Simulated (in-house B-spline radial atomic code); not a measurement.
Successive ionisation energies of barium; each step leads to the configuration of the next row (after the last: [Kr] 4d10). NIST's values go from ground level to ground level; the uncertainty of those that are theory runs from under 0.1 % in few-electron ions to several per cent in heavy many-electron ones. Computed with a B-spline radial code for spherical atoms: non-relativistic Hartree-Fock, average of the configuration, point nuclei.

This level leaves out relativity, spin-orbit splitting included, which matters for heavy ions.

```tsv
ion	configuration	ionisation energy (eV)	tabulated value (eV)	tabulated kind	computed minus tabulated (eV)	highest orbital	largest mean radius (bohr)
Ba5+	[Kr] 4d10 5s2 5p3	71.01	71	tabulated theory	0.01	5p	1.7648
Ba6+	[Kr] 4d10 5s2 5p2	83.92	86	tabulated theory	-2.08	5p	1.7216
Ba7+	[Kr] 4d10 5s2 5p1	?	?	tabulated theory	?	?	?
Ba8+	[Kr] 4d10 5s2	?	?	semi-empirical	?	?	?
Ba9+	[Kr] 4d10 5s1	139.82	146.52	semi-empirical	-6.70	5s	1.5097
```

Fill in the row of Ba7+.

ionisation energy (eV): 97.28; tabulated value (eV): 101; computed minus tabulated (eV): -3.72; highest orbital: 5p; largest mean radius (bohr): 1.6821.

Fill in the row of Ba8+.

ionisation energy (eV): 124.04; tabulated value (eV): 130.5; computed minus tabulated (eV): -6.46; highest orbital: 5s; largest mean radius (bohr): 1.5395.
